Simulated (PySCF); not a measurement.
Bonds broken one at a time in the series Al Br-H. Gas-phase values, no solvent. Strings in code marks are SMILES.

Method: r2SCAN-D4/def2-TZVP (PySCF). 

```json
[
 {"species": "radical fragment (`[Br]`)", "dipole moment (D)": "0.00"},
 {"species": "whole molecule (`[Br][AlH][Br]`)", "dipole moment (D)": "…"},
 {"species": "radical fragment (`[AlH][Br]`)", "dipole moment (D)": "1.45"},
 {"species": "whole molecule (`[AlH2][Br]`)", "dipole moment (D)": "1.15"}
]
```

Problem. What belongs in the gaps?

Solution. 
- whole molecule (`[Br][AlH][Br]`), dipole moment (D): 0.83
